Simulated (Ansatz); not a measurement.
Mulliken charges of C2H5NSi (`N#CC[SiH3]`) from ωB97M-V/def2-TZVPP in Ansatz (PBE0-D4/def2-TZVP geometry).

```tsv
atom	x (Å)	y (Å)	z (Å)	charge (e)
N1	2.689	-0.416	-0.145	-0.034
C2	1.651	0.062	-0.277	-0.190
C3	0.328	0.622	-0.417	-0.229
Si4	-0.989	-0.467	0.414	0.192
H5	0.086	0.731	-1.478	0.142
H6	0.303	1.620	0.030	0.142
H7	-2.305	0.189	0.216	-0.017
H8	-0.987	-1.807	-0.220	-0.003
H9	-0.688	-0.580	1.861	-0.003
```

By hand: the dipole of these point charges (1 e Å = 4.8032 D).

Σ q r = (-0.571, 0.108, 0.018) e Å, of length 0.581 e Å = 2.79 D.

How does the dipole of the full density compare? (An estimate is asked.)

Ansatz gave: (-0.760, 0.332, -0.086) e Å, 4.00 D; the point charges give 0.70 times that, at 15° from its direction.

Point charges leave out the atoms' own dipoles, such as those of lone pairs, and Mulliken's split depends on the basis, so the two needn't agree.
